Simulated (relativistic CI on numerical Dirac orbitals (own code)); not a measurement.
**Crystal-field levels of Dy²⁺, 4f10**

Calculated by Dirac-Coulomb-Breit CI, separate exchange-only KLI orbitals for each configuration, model QED, valence Slater integrals scaled by 0.85, one configuration in a parametric crystal field (own radial code).

Field parameters in Wybourne normalisation; cubic f-shell fields have B⁴₄ = √(5/14) B⁴₀ and B⁶₄ = −√(7/2) B⁶₀. The field is a parameter set, without covalency.

S is read from ⟨S²⟩ = S(S + 1).

Levels (cm⁻¹, degeneracy): 0 (2), 25 (3), 156 (1), 330 (3), 365 (3), 449 (2), 516 (3), 4368 (3), 4379 (3), 4507 (2), 4512 (3), 4517 (1).

(1) Which field gives this pattern?
A. Oh, B40 = 1770, B60 = 480 cm⁻¹
B. Oh, B40 = -300, B60 = 140 cm⁻¹
C. Oh, B40 = 990, B60 = 410 cm⁻¹
D. Oh, B40 = -1060, B60 = -260 cm⁻¹

## Answers

(1) A. Oh, B40 = 1770, B60 = 480 cm⁻¹, ground level with S = 1.95.
